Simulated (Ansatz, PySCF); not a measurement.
C₄H₇Cl. Atoms are numbered in the order given.

```xyz
12

C      2.3132     0.5257    -0.0527
C      1.0338    -0.2681     0.0863
C      0.2908    -0.7936    -1.1235
C     -0.2797     0.3335    -0.3162
Cl    -1.7210     0.0540     0.6848
H      2.4780     1.1691     0.8264
H      2.2845     1.1712    -0.9450
H      3.1821    -0.1448    -0.1526
H      0.9799    -0.9150     0.9682
H      0.6711    -0.5548    -2.1218
H     -0.1959    -1.7680    -1.0383
H     -0.2925     1.3396    -0.7426
```

Coordinates come from a TPSSh-D3(BJ)/def2-SVP optimisation.

Vertical ionisation energy (IE) and electron affinity (EA) in eV. Rows of orbital energies are one-electron estimates. Where ΔSCF, EOM or ADC give a negative EA the extra electron is unbound and the value depends on the basis.

```tsv
level	IE	EA
−ε(HOMO), −ε(LUMO), B3LYP/def2-TZVP (PySCF)	7.40	-0.47
−ε(HOMO), −ε(LUMO), PBE/def2-TZVP (PySCF)	6.32	0.34
ΔSCF, CAM-B3LYP/def2-SVPD (Ansatz), final states of multiplicity 2 and 2	10.04	-1.94
ΔSCF, PBE/def2-SVPD (Ansatz), final states of multiplicity 2 and 2	9.54	-1.53
```

What vertical singlet–triplet gap does ΔSCF give with CAM-B3LYP/def2-SVPD (Ansatz, a quantum-chemistry and plane-wave program) and with PBE/def2-SVPD (Ansatz)? (An estimate is asked for; the answer gives what the named calculation found.)

6.29 and 5.72 eV (triplet above singlet where positive).
